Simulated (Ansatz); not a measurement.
All values below come from CAM-B3LYP-D3(BJ)/def2-TZVP // PBE0-D3(BJ)/def2-SVP run with Ansatz (a first-principles code). Gas-phase values, no solvent. One relaxed conformer stands for a flexible species; it need not be the lowest.  In the def2 sets, heavy atoms carry core potentials.

Reference species (SMILES): `[CH3][Sn]([OH])([OH])[OH]` (neutral, multiplicity 1).

| Property | Value |
|---|---|
| HOMO | -9.83 eV |
| HOMO–LUMO gap | 9.84 eV |

Changed species: `[OH][Sn]([OH])([CH2]CC=C)[OH]` (Y = but-3-enyl; the reference has Y = methyl).

Question: Predict the effect on the HOMO and HOMO–LUMO gap.

Answer: the HOMO increases by 0.88 eV, to -8.95 eV; the HOMO–LUMO gap falls by 0.97 eV, to 8.87 eV.
